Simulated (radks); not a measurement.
Problem. All-electron atom: neutral iron in [Ar] 3d(3/2: 4, 5/2: 3) 4s1 (not the ground configuration). All-electron calculation, Dirac Kohn-Sham, BLYP, spin-unpolarised, spherical densities, finite nucleus; Fermi nuclear charge, rms radius 3.7377 fm. Program: a radial shooting solver on a logarithmic mesh with Libxc functionals. Some entries of the table are withheld. Estimate them.

orbital,occ.,eigenvalue (hartree),<r^2> (bohr^2),<1/r> (bohr^-1)
1s1/2,2,-257.0687,0.004595,25.98
2s1/2,2,-29.93241,0.08411,5.579
2p1/2,2,(1),0.06706,5.527
2p3/2,4,(2),0.06869,5.429
3s1/2,2,-3.27833,0.7669,1.744
3p1/2,2,(3),0.8719,1.612
3p3/2,4,(4),0.8922,1.589
4s1/2,1,-0.15626,12.03,0.4078
3d3/2,4,(5),2.328,(6)
3d5/2,3,(7),2.380,(8)

Solution. 
(1) 2p1/2 eigenvalue (hartree): -25.79390
(2) 2p3/2 eigenvalue (hartree): -25.33456
(3) 3p1/2 eigenvalue (hartree): -2.07572
(4) 3p3/2 eigenvalue (hartree): -2.01960
(5) 3d3/2 eigenvalue (hartree): -0.14058
(6) 3d3/2 <1/r> (bohr^-1): 1.137
(7) 3d5/2 eigenvalue (hartree): -0.13558
(8) 3d5/2 <1/r> (bohr^-1): 1.129
